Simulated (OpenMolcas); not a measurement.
## Ni2+: ligand-field states by method

Ni2+ with its 6 nearest fluoride ions at 2 Å, on the Cd site of idealised cubic KCdF3 (a = 4.302 Å, distance in the model lattice 2.151 Å). The rest of the host is ab initio model potentials to 7.6 Å, with orthogonalisation functions on the cations behind the ligands, and point charges beyond; the distance is set by hand and nothing relaxes. Ligand basis ANO-RCC-VDZP.

```yaml
Program: OpenMolcas 26.06
Basis: ANO-RCC-VTZP [6s5p3d2f1g]
Scalar_Hamiltonian: DKH2, point nucleus
Active_space: 8 electrons in 5 orbitals (3d)
State_averaging: 2S+1 = 3 even, 10 roots; 2S+1 = 1 even, 15 roots
Spin-orbit_coupling: RASSI with atomic mean-field integrals over the reference wave functions
```

I. CASSCF
II. SS-CASPT2, IPEA 0.25 Eh, imaginary shift 0.1 Eh (closed shells correlated: 3s 3p and the ligand valence shells)

Spin-free states (labels of O, the rotations of Oh) in cm-1, each column counted from its own energy of the first state listed:

| State | Degeneracy | I | II |
| --- | --- | --- | --- |
| 3A2 | 1 | 0 | 0 |
| 3T2 | 3 | 6790 | 8730 |
| 3T1 | 3 | 11796 | 14260 |
| 1E | 2 | 18896 | 14360 |
| 1T2 | 3 | 24673 | 22180 |
| 3T1 | 3 | 27975 | 25320 |
| 1A1 | 1 | 29604 | 24670 |
| 1T1 | 3 | 31752 | 29490 |
| 1E | 2 | 35763 | 35400 |
| 1T2 | 3 | 36499 | 35640 |
| 1A1 | 1 | 70457 | 60350 |

From I to II, I's first state of the same spin (3T2) moves from 6790 to 8730 cm-1, by about +1900 cm-1.

From I to II, I's first state of another spin (1E) moves from 18896 to 14360 cm-1, by about -4500 cm-1.

I: A least-squares ligand-field fit to the states below 45000 cm-1, each weighted by its degeneracy and with a free common offset, gives 10Dq = 6605 cm-1, B = 1289 cm-1 and C = 4750 cm-1 (C/B = 3.69), with an rms deviation of 87 cm-1. 

χT at 300 K: I 1.45, II 1.35 cm3 K/mol.

Roots that are degenerate in the reference are averaged as groups; the widest CASPT2 spread within a group is 710 cm-1 (the 3-fold group of multiplicity 3 near 14300 cm-1 above the lowest state of its run, II). Shifts and gaps below about the spread of the groups concerned are not significant. Over all roots computed the reference weight is 0.72 to 0.73 in II; a low but even weight reflects the number of correlated electrons. Ligand-to-metal charge-transfer states are missing. Without dynamic correlation the repulsion within the d shell is too large (B by tens of per cent), so at a given field states of lower spin stand too high (holds for I). With no ligand orbital active B as a rule stays too high, so bands that hang on it stand too high and its fall with covalency is understated (holds for I). With metal d orbitals alone and no dynamic correlation 10Dq can be off by a tenth to a fifth, either way, in oxide and fluoride hosts (holds for I). A single d shell leaves out the double-shell effect, which counts most for late 3d ions, where the CASPT2 field can be off either way by tens of per cent (holds for II). These CASPT2 states fit no ligand-field parameters well, so their order and spin gaps are uncertain (holds for II). For late 3d ions with one d shell CASPT2 can put B and the spin-flip bands somewhat low as well as high (holds for II). With one d shell and no ligand orbital active, 10Dq can be off by tens of per cent for divalent 3d ions, low with halides held by bare charges and at times high in hosts, and the orbital part of g and χT goes as 1/10Dq (holds for II). Free-ion shares, where given, are those of the reference states; single-state CASPT2 does not remix them (holds for II). The distance lies 3 % under the 2.053 Å that this model takes as the normal distance (a Shannon-type radius plus a fixed donor radius, weighted with the host); by an R⁻⁵ law this alone changes a d-shell field by about +14 %. No measured value stands beside these numbers; the geometry was set by hand and not optimised.
